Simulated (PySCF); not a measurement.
SMILES [CH3][Ge]([CH3])([CH3])[NH][Si](O)(O)O (C3H13GeNO3Si), GFN2-xTB optimised geometry.

```
22

Si    -2.04     1.06     0.00
O     -2.73     0.35     1.29
O     -2.53     2.61     0.00
O     -2.53     0.21    -1.30
N     -0.32     1.06     0.00
Ge     0.74    -0.25    -0.72
C      0.69    -0.12    -2.71
C      0.00    -2.01    -0.14
C      2.57     0.07    -0.02
H     -2.63    -0.60     1.38
H     -3.26     2.82     0.58
H     -2.31     0.58    -2.16
H      0.13     1.81     0.49
H     -0.25    -0.51    -3.10
H      0.80     0.91    -3.03
H      1.50    -0.70    -3.14
H      0.04    -2.11     0.94
H      0.56    -2.82    -0.58
H     -1.03    -2.09    -0.46
H      3.26    -0.68    -0.40
H      2.59     0.03     1.06
H      2.93     1.05    -0.33
```

Density from CAM-B3LYP/def2-SVP (PySCF) at that geometry.

Minimum of the electron density along straight lines between bonded atoms, close to the bond critical point (lines longer than 1.1 times the sum of covalent radii, or with two minima, are not listed):

| bond | length / Å | ρ at the minimum / e bohr⁻³ | ∇²ρ there / e bohr⁻⁵ | position (fraction from the first atom) |
|---|---|---|---|---|
| Si1–O2 | 1.628 | 0.131 | 1.08 | 0.41 |
| Si1–O3 | 1.625 | 0.133 | 1.09 | 0.41 |
| Si1–O4 | 1.632 | 0.130 | 1.06 | 0.41 |
| Si1–N5 | 1.719 | 0.126 | 0.75 | 0.40 |
| N5–Ge6 | 1.830 | 0.137 | 0.44 | 0.54 |
| Ge6–C7 | 1.993 | 0.122 | 0.04 | 0.47 |
| Ge6–C8 | 1.987 | 0.123 | 0.04 | 0.47 |
| Ge6–C9 | 1.987 | 0.123 | 0.04 | 0.47 |
| O2–H10 | 0.952 | 0.355 | -2.46 | 0.82 |
| O3–H11 | 0.952 | 0.355 | -2.50 | 0.82 |
| O4–H12 | 0.953 | 0.355 | -2.46 | 0.82 |
| N5–H13 | 1.004 | 0.329 | -1.51 | 0.77 |
| C7–H14 | 1.086 | 0.273 | -0.99 | 0.63 |
| C7–H15 | 1.086 | 0.273 | -0.99 | 0.63 |
| C7–H16 | 1.086 | 0.273 | -0.99 | 0.63 |
| C8–H17 | 1.086 | 0.273 | -0.99 | 0.63 |
| C8–H18 | 1.086 | 0.273 | -0.99 | 0.63 |
| C8–H19 | 1.086 | 0.274 | -1.00 | 0.63 |
| C9–H20 | 1.085 | 0.273 | -1.00 | 0.63 |
| C9–H21 | 1.086 | 0.273 | -0.99 | 0.63 |
| C9–H22 | 1.086 | 0.273 | -0.99 | 0.63 |
